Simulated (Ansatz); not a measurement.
[AuCl2]- (AuCl₂⁻). Charge -1, multiplicity 3. Geometry B3LYP-D4/def2-TZVPD, that of the charge -1 singlet.

```xyz
3

Au    0.000    0.000    0.000
Cl    1.846    1.346    0.405
Cl   -1.846   -1.346   -0.405
```

In the def2 sets Au takes a core potential; there is no spin–orbit coupling. At PBE-D4/def2-TZVPD, r2SCAN-D4/def2-TZVPD, PBE0-D4/def2-TZVPD the highest occupied level of the charge -1 triplet lies above zero (up to 1.87 eV). By energy differences its removal costs 0.31 eV (vertical, to the charge 0 doublet, at r2SCAN-D4/def2-TZVPD), and other spins of that charge weren't run; a positive level beside a positive removal energy at the same level points to self-interaction error. At PBE-D4/def2-TZVPD an occupied level of the charge -1 triplet lies above an empty one (by up to 0.01 eV), so this SCF solution is probably not the lowest. At PBE-D4/def2-TZVPD the gap within one spin of the charge -1 triplet nearly closes, so an electron or hole may be smeared out by delocalisation error. At PBE0-D4/def2-TZVPD a singlet of charge -1 lies 4.45 eV below the triplet at the same geometry.

(1) Estimate the α-spin orbital energies around the gap (eV) in Ansatz with PBE-D4/def2-TZVPD, r2SCAN-D4/def2-TZVPD, PBE0-D4/def2-TZVPD.

## Answers

(1) 
| orbital | PBE-D4/def2-TZVPD | r2SCAN-D4/def2-TZVPD | PBE0-D4/def2-TZVPD |
| --- | --- | --- | --- |
| HOMO−5 | -3.47 | -3.84 | -5.15 |
| HOMO−4 | -3.45 | -3.69 | -4.71 |
| HOMO−3 | -2.84 | -3.13 | -4.19 |
| HOMO−2 | -2.80 | -3.12 | -4.18 |
| HOMO−1 | -2.25 | -2.50 | -3.60 |
| HOMO | 1.86 | 1.87 | 1.32 |
| LUMO | 2.94 | 3.29 | 3.42 |
| LUMO+1 | 3.30 | 3.55 | 3.84 |
| LUMO+2 | 3.44 | 3.71 | 3.94 |
| LUMO+3 | 3.46 | 3.76 | 3.97 |
| LUMO+4 | 4.41 | 4.89 | 4.95 |
| LUMO+5 | 4.49 | 4.95 | 5.03 |
| β HOMO | -1.98 | -2.12 | -3.29 |
| β LUMO | -2.00 | -1.91 | -1.22 |
